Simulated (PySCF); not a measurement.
## Peak assignment

Numbering as in the mapped SMILES `[CH3:1][SiH:2]1[SiH2:3][SiH2:4][O:5][SiH2:6][SiH2:7]1`; H(Xn) means a hydrogen on atom n. Ha(Si3), Ha(Si4), Ha(Si6), Ha(Si7) are cis to C1 on the ring; Hb(Si3), Hb(Si4), Hb(Si6), Hb(Si7) are trans to C1 on the ring.

One conformer, no relativistic terms, in vacuum, equivalent nuclei averaged. GIAO PBE0/pcSseg-1 shieldings; structure optimised with GFN2-xTB; PySCF 2.14.0 with density-fitted response routines.

Shifts are taken against calculated references (same method and geometry level): ¹H against TMS.

Question: Assign these signals to the numbered atoms. ¹H NMR (300 MHz, computed): δ 5.75 (m, 2H), 5.74 (m, 2H), 4.48 (m, 1H), 3.50 (m, 2H), 3.11 (m, 2H), 0.49 (d, 3H).

Answer: 
| δ (ppm) | atoms | environment | reason |
| --- | --- | --- | --- |
| 5.75 | Hb(Si4)/Hb(Si6) | hydrogen on a silicon bonded to O, Si, in a 6-membered ring | – |
| 5.74 | Ha(Si4)/Ha(Si6) | hydrogen on a silicon bonded to O, Si, in a 6-membered ring | – |
| 4.48 | H(Si2) | hydrogen on a silicon bonded to C, 2 Si, in a 6-membered ring | – |
| 3.50 | Hb(Si3)/Hb(Si7) | hydrogen on a silicon bonded to 2 Si, in a 6-membered ring | – |
| 3.11 | Ha(Si3)/Ha(Si7) | hydrogen on a silicon bonded to 2 Si, in a 6-membered ring | – |
| 0.49 | H(C1) | hydrogen on a methyl carbon bonded to Si | an electropositive neighbour shields it, as in TMS itself |

Hb(Si4)/Hb(Si6) and Ha(Si4)/Ha(Si6) lie closer than the usual error of such a calculation, so a measured spectrum could show them in the other order.

No couplings were computed; multiplicities are counted from neighbouring protons, with m where these are inequivalent, close in shift, in a saturated or five-membered ring or joined by F or P, and br s for small geminal =CH2 splittings.
